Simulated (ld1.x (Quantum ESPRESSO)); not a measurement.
**LDA (PZ) PAW dataset for Sm (Z = 62), scalar-relativistic all-electron reference.**

- Element: Sm
- Generator: ld1.x (Quantum ESPRESSO) 7.5
- Type: PAW
- Functional: LDA (PZ)
- Relativity: scalar-relativistic
- Frozen core: [Kr] 4d10
- Valence charge: 16
- Reference configuration: 4f5 5s2 5p6 5d0 6s0 6p0 (charge +3)
- Partial waves: 5s (bound): rcut 1.75, rcutus 1.85 bohr; 6s (bound, empty): rcut 1.75, rcutus 1.85 bohr; 5p (bound): rcut 2.40, rcutus 3.10 bohr; 6p (bound, empty): rcut 2.40, rcutus 3.10 bohr; 5d (bound, empty): rcut 1.80, rcutus 2.25 bohr; 5d channel at -1.25 Ry: rcut 1.80, rcutus 2.25 bohr; 4f (bound): rcut 1.35, rcutus 1.65 bohr; 4f channel at 1.9 Ry: rcut 1.35, rcutus 1.65 bohr
- Local potential: all-electron potential smoothed inside 1.45 bohr (lloc = -2)
- Core correction: Bessel-smoothed model core inside 0.90 bohr
- Augmentation charge: BESSEL, radius 1.40 bohr

All-electron outer shells of the reference configuration (LDA (PZ), scalar-relativistic, ld1.x):

```json
{"shell": "4p", "level (eV)": "-278.53", "outermost node (bohr)": "0.30", "outermost maximum (bohr)": "0.56"}
{"shell": "4d", "level (eV)": "-160.02", "outermost node (bohr)": "0.28", "outermost maximum (bohr)": "0.58"}
{"shell": "5s", "level (eV)": "-71.33", "outermost node (bohr)": "0.68", "outermost maximum (bohr)": "1.25"}
{"shell": "5p", "level (eV)": "-50.20", "outermost node (bohr)": "0.73", "outermost maximum (bohr)": "1.40"}
{"shell": "4f", "level (eV)": "-32.75", "outermost node (bohr)": "–", "outermost maximum (bohr)": "0.61"}
{"shell": "5d", "level (eV)": "-24.63", "outermost node (bohr)": "0.82", "outermost maximum (bohr)": "1.86"}
{"shell": "6s", "level (eV)": "-21.94", "outermost node (bohr)": "1.62", "outermost maximum (bohr)": "2.92"}
{"shell": "6p", "level (eV)": "-16.68", "outermost node (bohr)": "1.87", "outermost maximum (bohr)": "3.44"}
```

What the tests gave:

```
Cutoffs needed                            : 50 Ry and 80 Ry (the cutoffs (Ry, on a coarse ladder) from which the occupation-weighted sum of valence levels, in a spherical-Bessel basis at the reference potential, stays within 10 and 1 mRy of its value at 400 Ry)
Ghost test                                : no extra level below or beside the all-electron valence levels (s, p, d, f tested) (spherical-Bessel basis up to 400 Ry, 20 bohr box)
Configuration tests                       : test run stopped at test 4 of 9 (negative rho)
Lowest eigenvalue of the overlap operator : 0.28 (s channel)
```

Generation and tests took about 9.1 s on one core of a shared server CPU.
